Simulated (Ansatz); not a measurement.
Geometry optimisation, RKS PBE/def2-SVP in Ansatz 0.2.0.

Input:

```yaml
crystal:
  periodic: [false, false, false]
  atoms:
    - { symbol: Ge, position_ang: [-0.15302, -0.070149, 0.080446] }
    - { symbol: Cl, position_ang: [-0.395896, -0.284655, 2.268242] }
    - { symbol: O, position_ang: [1.580372, -0.126292, -0.361514] }
    - { symbol: H, position_ang: [1.736802, -1.015647, -0.739834] }
    - { symbol: O, position_ang: [-1.007177, 1.328339, -0.584152] }
    - { symbol: H, position_ang: [-1.810415, 0.980994, -1.023016] }
    - { symbol: O, position_ang: [-0.884453, -1.549989, -0.617124] }
    - { symbol: H, position_ang: [-1.246398, -2.106298, 0.099417] }
    - { symbol: O, position_ang: [1.466387, 2.141276, 1.205633] }
    - { symbol: H, position_ang: [2.088739, 1.513443, 0.777737] }
    - { symbol: H, position_ang: [1.25736, 1.672478, 2.053164] }
basis:
  gaussian: { orbitals: def2-SVP }
hamiltonian:
  xc: pbe
relax:
  f_tol: 0.03
  max_steps: 50
```

Launched with:

```bash
$ ansatz run input.yaml --threads 4 --pin off --max-ram 5120MiB --backend cpu --events-out ev --progress --plain --runs-dir out
```

Question: Where does it end, and by what steps?

Answer: The run converged. After 7 steps the energy has fallen by 0.170 eV; O9 moved furthest, 0.47 Å.

```
step  energy less start (eV)  largest force component (eV/Å)  accepted
   0                  0.0000                           0.539       yes
   1                 -0.0138                           1.138       yes
   2                 -0.0805                           1.074       yes
   3                 -0.1271                           1.104       yes
   4                 -0.1566                           0.215       yes
   5                 -0.1661                           0.123       yes
   6                 -0.1694                           0.152       yes
   7                 -0.1702                           0.022       yes
```

```xyz
11
Properties=species:S:1:pos:R:3
Ge -0.025 0.083 0.198
Cl -0.380 -0.345 2.353
O 1.674 -0.181 -0.348
H 1.678 -1.029 -0.837
O -0.972 1.399 -0.539
H -1.673 0.938 -1.044
O -0.809 -1.376 -0.543
H -1.174 -1.937 0.167
O 1.152 1.837 1.048
H 2.010 1.497 0.705
H 1.152 1.598 1.999
```

Whether the end is a true minimum wasn't checked by a vibrational analysis.

The run took 14 s on 4 threads of Arm Neoverse V2, on a shared host, peak memory 0.19 GiB.
